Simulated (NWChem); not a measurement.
All runs are NWChem calculations. System: C₃H₄N₂, charge 1, spin multiplicity 2, at the geometry of a parent with another charge or spin, in a state set for the comparison that need not be this species' ground state. Its SCF solution wasn't tested for a lower state. Level: UHF/def2-SVPD.

Job file:

```
start mol
memory heap 200 mb stack 900 mb global 1100 mb
charge 1
geometry units angstroms nocenter noautoz
  C      0.891426     0.761743     0.000000
  C      0.983908    -0.612853     0.000000
  N     -0.320022    -1.058359     0.000000
  C     -1.124932     0.046597     0.000000
  N     -0.423665     1.156522     0.000000
  H      1.707040     1.484179     0.000000
  H      1.832151    -1.292749     0.000000
  H     -0.622742    -2.024984     0.000000
  H     -2.213050    -0.026511     0.000000
  symmetry group Cs
end
basis spherical
  * library def2-svpd
end
scf
  uhf
  nopen 1
  maxiter 100
  thresh 1e-7
  semidirect memsize 60000000 filesize 0
  # guess.movecs holds the orbitals of an unrestricted PBE0 run
  vectors input guess.movecs output mol.movecs
end
task scf energy
```

Part of the output:

```
             Northwest Computational Chemistry Package (NWChem) 7.3.0
             --------------------------------------------------------

                                NWChem Input Module
                                -------------------

 Scaling coordinates for geometry "geometry" by  1.889725989
 (inverse scale =  0.529177249)

 Turning off AUTOSYM since
 SYMMETRY directive was detected!

                             Geometry "geometry" -> ""
                             -------------------------

 Output coordinates in angstroms (scale by  1.889725989 to convert to a.u.)

  No.       Tag          Charge          X              Y              Z
 ---- ---------------- ---------- -------------- -------------- --------------
    1 C                    6.0000     0.89142600     0.76174300     0.00000000
    2 C                    6.0000     0.98390800    -0.61285300     0.00000000
    3 N                    7.0000    -0.32002200    -1.05835900     0.00000000
    4 C                    6.0000    -1.12493200     0.04659700     0.00000000
    5 N                    7.0000    -0.42366500     1.15652200     0.00000000
    6 H                    1.0000     1.70704000     1.48417900     0.00000000
    7 H                    1.0000     1.83215100    -1.29274900     0.00000000
    8 H                    1.0000    -0.62274200    -2.02498400     0.00000000
    9 H                    1.0000    -2.21305000    -0.02651100     0.00000000

 Effective nuclear repulsion energy (a.u.)     162.9753922999

            Nuclear Dipole moment (a.u.)
            ----------------------------
        X                 Y               Z
 ---------------- ---------------- ----------------
     0.0000037795    -0.0000037795     0.0000000000

      Symmetry information
      --------------------

 Group name             Cs
 Group number              2
 Group order               2
 No. of unique centers     9

      Symmetry unique atoms

     1    2    3    4    5    6    7    8    9


 Summary of "ao basis" -> "" (spherical)
 ------------------------------------------------------------------------------
       Tag                 Description            Shells   Functions and Types
 ---------------- ------------------------------  ------  ---------------------
 *                         def2-svpd                  on all atoms

 Summary of "ao basis" -> "ao basis" (spherical)
 ------------------------------------------------------------------------------
       Tag                 Description            Shells   Functions and Types
 ---------------- ------------------------------  ------  ---------------------
 C                         def2-svpd                 8       20   4s2p2d
 N                         def2-svpd                 8       20   4s2p2d
 H                         def2-svpd                 4        8   2s2p

                                 NWChem SCF Module
                                 -----------------

  ao basis        = "ao basis"
  functions       =   132
  atoms           =     9
  alpha electrons =    18
  beta  electrons =    17
  charge          =   1.00
  wavefunction    = UHF
  use symmetry    = T
  symmetry adapt  = T

 Summary of "ao basis" -> "ao basis" (spherical)
 ------------------------------------------------------------------------------
       Tag                 Description            Shells   Functions and Types
 ---------------- ------------------------------  ------  ---------------------
 C                         def2-svpd                 8       20   4s2p2d
 N                         def2-svpd                 8       20   4s2p2d
 H                         def2-svpd                 4        8   2s2p

      Symmetry analysis of basis
      --------------------------

        a'         94
        a"         38

 Forming initial guess at       0.1s

   Symmetry analysis of molecular orbitals - initial alpha
   -------------------------------------------------------

  Numbering of irreducible representations:

     1 a'          2 a"

  Orbital symmetries:

     1 a'          2 a'          3 a'          4 a'          5 a'
     6 a'          7 a'          8 a'          9 a'         10 a'
    11 a'         12 a'         13 a"         14 a'         15 a'
    16 a'         17 a"         18 a"         19 a"         20 a"
    21 a'         22 a'         23 a'         24 a'         25 a'
    26 a'         27 a'         28 a"

   Symmetry analysis of molecular orbitals - initial beta
   ------------------------------------------------------

  Numbering of irreducible representations:

     1 a'          2 a"

  Orbital symmetries:

     1 a'          2 a'          3 a'          4 a'          5 a'
     6 a'          7 a'          8 a'          9 a'         10 a'
    11 a'         12 a"         13 a'         14 a'         15 a'
    16 a"         17 a"         18 a'         19 a"         20 a"
    21 a'         22 a'         23 a'         24 a'         25 a'
    26 a'         27 a'         28 a"

 Starting SCF solution at       0.1s

 ----------------------------------------------
         Quadratically convergent UHF

 Convergence threshold     :          1.000E-07
 Maximum no. of iterations :          100
 Integral*density screening:          1.000E-09
 ----------------------------------------------

              iter       energy          gnorm     gmax       time
             ----- ------------------- --------- --------- --------
                 1     -224.3070083309  4.90D-01  6.27D-02      2.4
                 2     -224.3328631890  3.86D-02  1.11D-02      3.1
                 3     -224.3341824452  5.53D-03  1.72D-03      6.0
[...]
    50     -0.363232  3 N  pz                90      0.309534  5 N  pz
    27     -0.197007  2 C  pz

 Vector   18  Occ=1.000000D+00  E=-5.575397D-01  Symmetry=a"
              MO Center=  4.9D-01, -1.6D-02, -4.8D-16, r^2= 2.2D+00
   Bfn.  Coefficient  Atom+Function         Bfn.  Coefficient  Atom+Function
  ----- ------------  ---------------      ----- ------------  ---------------
    27      0.376784  2 C  pz                 7      0.360484  1 C  pz
    30      0.263048  2 C  pz                67     -0.255227  4 C  pz
    10      0.231686  1 C  pz                47      0.185586  3 N  pz
    70     -0.165025  4 C  pz                50     -0.159826  3 N  pz

 Vector   19  Occ=0.000000D+00  E=-7.769349D-02  Symmetry=a"
              MO Center= -9.0D-01, -1.0D-02, -4.2D-15, r^2= 2.6D+00
   Bfn.  Coefficient  Atom+Function         Bfn.  Coefficient  Atom+Function
  ----- ------------  ---------------      ----- ------------  ---------------
    67      0.453674  4 C  pz                70      0.426604  4 C  pz
    50     -0.310199  3 N  pz                90     -0.310352  5 N  pz
    87      0.282791  5 N  pz                47      0.276439  3 N  pz
   132      0.256292  9 H  pz

 Vector   20  Occ=0.000000D+00  E=-6.027773D-02  Symmetry=a'
              MO Center= -9.4D-01, -9.5D-01, -9.9D-16, r^2= 9.1D+00
   Bfn.  Coefficient  Atom+Function         Bfn.  Coefficient  Atom+Function
  ----- ------------  ---------------      ----- ------------  ---------------
    64      4.488017  4 C  s                126     -3.052108  9 H  s
    84     -2.290074  5 N  s                 24      2.211755  2 C  s
    63      1.665566  4 C  s                110     -1.494438  7 H  s
    44     -1.150319  3 N  s                118     -0.760405  8 H  s
    68     -0.751119  4 C  px               130     -0.736232  9 H  px

 Vector   21  Occ=0.000000D+00  E=-3.688527D-02  Symmetry=a"
              MO Center=  9.1D-01,  1.1D-01, -2.3D-15, r^2= 3.1D+00
   Bfn.  Coefficient  Atom+Function         Bfn.  Coefficient  Atom+Function
  ----- ------------  ---------------      ----- ------------  ---------------
     7      0.388376  1 C  pz                27     -0.375900  2 C  pz
    10      0.363381  1 C  pz                30     -0.355839  2 C  pz
   108      0.244087  6 H  pz               116     -0.222107  7 H  pz
    50      0.184289  3 N  pz                90     -0.179711  5 N  pz
    47     -0.154471  3 N  pz                87      0.153078  5 N  pz

                     UHF Final Beta Molecular Orbital Analysis
                     -----------------------------------------

 Vector   15  Occ=1.000000D+00  E=-8.149326D-01  Symmetry=a'
              MO Center=  7.9D-01,  7.1D-01, -8.0D-15, r^2= 2.2D+00
   Bfn.  Coefficient  Atom+Function         Bfn.  Coefficient  Atom+Function
  ----- ------------  ---------------      ----- ------------  ---------------
   101      0.355619  6 H  s                  6      0.317301  1 C  py
     5      0.296885  1 C  px                 3      0.199230  1 C  s
    26     -0.194350  2 C  py                23     -0.187115  2 C  s
    85      0.166460  5 N  px                65      0.164736  4 C  px

 Vector   16  Occ=1.000000D+00  E=-6.664497D-01  Symmetry=a"
              MO Center= -2.2D-01, -2.8D-02,  4.2D-15, r^2= 2.1D+00
   Bfn.  Coefficient  Atom+Function         Bfn.  Coefficient  Atom+Function
  ----- ------------  ---------------      ----- ------------  ---------------
    47      0.426402  3 N  pz                87     -0.376234  5 N  pz
    50     -0.360522  3 N  pz                90      0.314567  5 N  pz
     7      0.172879  1 C  pz

 Vector   17  Occ=1.000000D+00  E=-5.644013D-01  Symmetry=a"
              MO Center=  3.5D-01,  1.4D-01,  6.3D-16, r^2= 2.3D+00
   Bfn.  Coefficient  Atom+Function         Bfn.  Coefficient  Atom+Function
  ----- ------------  ---------------      ----- ------------  ---------------
     7      0.386494  1 C  pz                67     -0.338271  4 C  pz
    27      0.327133  2 C  pz                10      0.277607  1 C  pz
    70     -0.230307  4 C  pz                30      0.183987  2 C  pz

 Vector   18  Occ=0.000000D+00  E=-2.285120D-01  Symmetry=a'
              MO Center= -4.7D-01,  1.3D+00, -5.8D-15, r^2= 1.8D+00
   Bfn.  Coefficient  Atom+Function         Bfn.  Coefficient  Atom+Function
  ----- ------------  ---------------      ----- ------------  ---------------
    84      1.140150  5 N  s                 44     -0.721599  3 N  s
   102     -0.489364  6 H  s                110      0.438684  7 H  s
    86     -0.381279  5 N  py               118      0.332323  8 H  s
    23     -0.323598  2 C  s                 83      0.312573  5 N  s
    63     -0.293488  4 C  s                 89      0.287561  5 N  py

 Vector   19  Occ=0.000000D+00  E=-7.569484D-02  Symmetry=a"
              MO Center= -5.5D-01, -8.5D-03,  1.6D-14, r^2= 3.0D+00
   Bfn.  Coefficient  Atom+Function         Bfn.  Coefficient  Atom+Function
  ----- ------------  ---------------      ----- ------------  ---------------
    67      0.413445  4 C  pz                70      0.410871  4 C  pz
    50     -0.338677  3 N  pz                90     -0.321198  5 N  pz
    87      0.303352  5 N  pz                47      0.297131  3 N  pz
    27      0.201244  2 C  pz               132      0.182041  9 H  pz
    30      0.177921  2 C  pz

 Vector   20  Occ=0.000000D+00  E=-6.011855D-02  Symmetry=a'
              MO Center= -9.8D-01, -9.3D-01, -3.5D-16, r^2= 9.0D+00
   Bfn.  Coefficient  Atom+Function         Bfn.  Coefficient  Atom+Function
  ----- ------------  ---------------      ----- ------------  ---------------
    64      4.557627  4 C  s                126     -3.099373  9 H  s
    84     -2.332419  5 N  s                 24      2.166015  2 C  s
    63      1.706145  4 C  s                110     -1.471093  7 H  s
    44     -1.178943  3 N  s                 68     -0.745908  4 C  px
   130     -0.745939  9 H  px               118     -0.740391  8 H  s

 center of mass
 --------------
 x =  -0.01944719 y =   0.05126692 z =   0.00000000

 moments of inertia (a.u.)
 ------------------
         192.475412320870           1.140868755065           0.000000000000
           1.140868755065         185.428158921317           0.000000000000
           0.000000000000           0.000000000000         377.903571242187

  Mulliken analysis of the total density
  --------------------------------------

    Atom       Charge   Shell Charges
 -----------   ------   -------------------------------------------------------
    1 C    6     5.59   1.99  0.89  0.12 -0.05  2.01  0.51  0.06  0.06
    2 C    6     5.35   1.99  0.89  0.15 -0.03  1.99  0.28  0.06  0.02
    3 N    7     7.44   1.99  0.96  0.61 -0.21  2.43  1.52  0.03  0.11
    4 C    6     4.92   1.99  0.91 -0.12 -0.03  1.96  0.20  0.08 -0.07
    5 N    7     7.44   1.99  1.01  0.52  0.05  2.30  1.43  0.03  0.11
    6 H    1     0.97   0.73  0.18  0.03  0.03
    7 H    1     0.94   0.73  0.17  0.03  0.01
    8 H    1     1.33   0.72  0.51  0.05  0.05
    9 H    1     1.03   0.73  0.24  0.03  0.03

  Mulliken analysis of the alpha density
  --------------------------------------

    Atom       Charge   Shell Charges
 -----------   ------   -------------------------------------------------------
    1 C    6     2.68   0.99  0.44  0.05 -0.02  0.96  0.21  0.03  0.01
    2 C    6     2.81   0.99  0.46  0.10 -0.01  1.05  0.19  0.03  0.01
    3 N    7     3.75   0.99  0.49  0.30 -0.10  1.23  0.76  0.01  0.06
    4 C    6     2.30   0.99  0.45 -0.08 -0.01  0.91  0.05  0.04 -0.05
    5 N    7     4.31   0.99  0.58  0.28  0.02  1.49  0.88  0.01  0.05
    6 H    1     0.49   0.37  0.10  0.01  0.01
    7 H    1     0.46   0.36  0.08  0.01  0.01
    8 H    1     0.67   0.36  0.25  0.02  0.03
    9 H    1     0.53   0.37  0.13  0.01  0.02

   Mulliken analysis of the beta density
   -------------------------------------

    Atom       Charge   Shell Charges
 -----------   ------   -------------------------------------------------------
    1 C    6     2.91   0.99  0.45  0.08 -0.03  1.04  0.30  0.02  0.05
    2 C    6     2.54   0.99  0.44  0.05 -0.01  0.94  0.09  0.03  0.01
    3 N    7     3.69   0.99  0.48  0.30 -0.11  1.20  0.76  0.01  0.05
    4 C    6     2.61   0.99  0.46 -0.04 -0.02  1.05  0.15  0.04 -0.02
    5 N    7     3.13   0.99  0.43  0.24  0.03  0.80  0.55  0.02  0.07
    6 H    1     0.47   0.36  0.08  0.01  0.02
    7 H    1     0.48   0.37  0.10  0.01  0.00
    8 H    1     0.67   0.36  0.26  0.02  0.03
    9 H    1     0.50   0.36  0.11  0.01  0.02

   Mulliken analysis of the spin density
   -------------------------------------

    Atom       Charge   Shell Charges
 -----------   ------   -------------------------------------------------------
    1 C    6    -0.24   0.00 -0.01 -0.03  0.01 -0.08 -0.09  0.01 -0.05
    2 C    6     0.28   0.00  0.02  0.05  0.00  0.11  0.09 -0.00  0.01
    3 N    7     0.05   0.00  0.01 -0.00  0.01  0.03  0.01 -0.00  0.01
    4 C    6    -0.31   0.00 -0.01 -0.04  0.01 -0.14 -0.11  0.01 -0.03
    5 N    7     1.18   0.00  0.15  0.05 -0.01  0.69  0.33 -0.01 -0.02
    6 H    1     0.02   0.01  0.01 -0.00 -0.01
    7 H    1    -0.02  -0.00 -0.02  0.00  0.00
    8 H    1    -0.00   0.00 -0.00  0.00  0.00
    9 H    1     0.03   0.02  0.02 -0.00  0.00

       Multipole analysis of the density wrt the origin
       ------------------------------------------------

     L   x y z        total         alpha         beta         nuclear
     -   - - -        -----         -----         ----         -------
     0   0 0 0      1.000000    -18.000000    -17.000000     36.000000

     1   1 0 0     -0.462275      0.085254     -0.547532      0.000004
     1   0 1 0     -0.459923     -1.492955      1.033036     -0.000004
     1   0 0 1     -0.000000     -0.000000     -0.000000      0.000000

     2   2 0 0    -11.899140    -63.208990    -61.887986    113.197836
     2   1 1 0      0.593074      0.981998     -2.415734      2.026810
     2   1 0 1     -0.000000      0.000000     -0.000000      0.000000
     2   0 2 0    -11.495200    -65.257632    -56.679851    110.442283
     2   0 1 1     -0.000000     -0.000000     -0.000000      0.000000
     2   0 0 2    -22.138372    -11.164385    -10.973987      0.000000

 Task  times  cpu:       17.8s     wall:       17.8s

 Total times  cpu:       17.9s     wall:       17.9s
```
